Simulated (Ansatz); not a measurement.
One change: `OC(Cl)[SiH2]Cl` becomes `OC(Cl)Cl`.

Ansatz, PBE0-D4/def2-TZVP geometries, multiplicity 1. Each molecule was computed in one conformer, which needn't be the lowest.

```json
{"property": "size of the dipole moment (B3LYP/def2-TZVPP) / D", "`OC(Cl)[SiH2]Cl`": "1.73"}
{"property": "LUMO energy (B3LYP/def2-TZVPP) / eV", "`OC(Cl)[SiH2]Cl`": "-0.66"}
{"property": "size of the dipole moment (PBE/def2-TZVPP) / D", "`OC(Cl)[SiH2]Cl`": "1.58"}
{"property": "LUMO energy (ωB97M-V/def2-TZVPP) / eV", "`OC(Cl)[SiH2]Cl`": "1.36"}
{"property": "size of the dipole moment (ωB97M-V/def2-TZVPP) / D", "`OC(Cl)[SiH2]Cl`": "1.74"}
{"property": "HOMO energy (ωB97M-V/def2-TZVPP) / eV", "`OC(Cl)[SiH2]Cl`": "-10.38"}
```

Q: Give the same properties after the change, and the shifts. (Best estimate.)

A: Computed: 
```
                                          property  `OC(Cl)Cl`  shift
  size of the dipole moment (B3LYP/def2-TZVPP) / D        0.79  -0.94
               LUMO energy (B3LYP/def2-TZVPP) / eV       -0.56   0.10
    size of the dipole moment (PBE/def2-TZVPP) / D        0.87  -0.71
             LUMO energy (ωB97M-V/def2-TZVPP) / eV        1.88   0.52
size of the dipole moment (ωB97M-V/def2-TZVPP) / D        0.78  -0.96
             HOMO energy (ωB97M-V/def2-TZVPP) / eV      -10.99  -0.61
```

With PBE0 the HOMO falls by 0.57 eV and the LUMO rises by 0.17 eV, so the gap widens by about 0.74 eV. PBE moves the HOMO by -0.45 eV and ωB97M-V by -0.61 eV. The zero-point energy changes by -47.7 kJ/mol with -9 modes. Dipoles are sizes alone; their direction can turn.

Positive LUMOs are unbound, so they and the gaps depend on the basis.

B3LYP here is the variant with VWN-RPA as its local correlation; programs differ in this.
